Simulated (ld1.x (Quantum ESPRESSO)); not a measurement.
## Before and after: TM potential for holmium (Ho)

```json
{
 "Element": "Ho (Z = 67)",
 "Generator": "ld1.x (Quantum ESPRESSO) 7.5",
 "Type": "norm-conserving Troullier–Martins (Kleinman–Bylander form)",
 "Functional": "PBEsol",
 "Relativity": "scalar-relativistic",
 "Frozen core": "[Xe] 4f10",
 "Valence charge": "3",
 "Reference configuration": "5d1.5 6s1.5 6p0",
 "Partial waves": "6p (bound, empty): rc 3.25 bohr; 5d (bound): rc 3.55 bohr; 6s (bound): rc 2.40 bohr",
 "Local potential": "the s channel",
 "Core correction": "a·sin(br)/r model core, default radius (core density twice the valence density)"
}
```

Change: wave 6s (bound): rc 2.40 bohr becomes 6s (bound): rc 1.82 bohr.

Cutoffs: the cutoffs (Ry, on a coarse ladder) from which the occupation-weighted sum of valence levels, in a spherical-Bessel basis at the reference potential, stays within 10 and 1 mRy of its value at 400 Ry; they do not see the model core or the augmentation charge, which bear on the density cutoff. Errors are all-electron minus pseudo energies relative to the spin-unpolarised reference configuration.

Question: What does the change do?

Answer: A bound ghost appears in p, s, which as a rule spoils a file; the number of tests that count goes from 7 to 4; of the 4 tests that both files solve, the error grows in 3 and shrinks in 0 by more than 15 % and 0.3 meV (median size 10.7 → 82.7 meV); the range in which the p phases agree widens (upper end 1.7 → 3.1). That the errors move this way runs against the usual rule that smaller radii transfer better.

```csv
quantity,base,changed
"cutoffs, loose and tight","15 Ry, 25 Ry",not determined
bound ghosts,none,"p, s (extra level of the local part)"
"largest miss of a reference level, eV",0.00,0.13
"tests counted (converged, no solver errors)",7 of 7,4 of 7
"error for 5d1 6s2 6p0, meV [ΔE -1.11 eV]",+0.2,-77
"error for 5d1 6s0 6p0, meV [ΔE 18.40 eV]",-111,-100
"error for 5d1 6s1 6p1, meV [ΔE 2.01 eV]",-18,-89
"error for 5d2 6s0 6p0, meV [ΔE 7.53 eV]",-3.0,+35
s: phases at 3.86 bohr within 0.05 rad from the reference energy up to (Ry; the scan ends near 5),0.5,1.0
p: phases at 3.86 bohr within 0.05 rad from the reference energy up to (Ry; the scan ends near 5),1.7,3.1
d: phases at 3.86 bohr within 0.05 rad from the reference energy up to (Ry; the scan ends near 5),0.8,n/a
```

Changed file: Tests not counted: 5d1 6s1 6p0 (pseudo-atom not self-consistent, printed error -234 meV); 5d0 6s2 6p0 (solver errors, printed error -13.1 eV); 5d0 6s2 6p1 (solver errors, printed error -18.6 eV). These tests converged, but a pseudo level misses the all-electron one widely, so the file describes the atom poorly there or has found another state: 5d1 6s0 6p0: empty 6s by 2.2 eV. A true bound ghost makes a file unfit for plane-wave use even where its test errors are small: the radial tests pick states by their node count and pass the ghost by. Where a test does run into it, the solver fails or the error is huge.
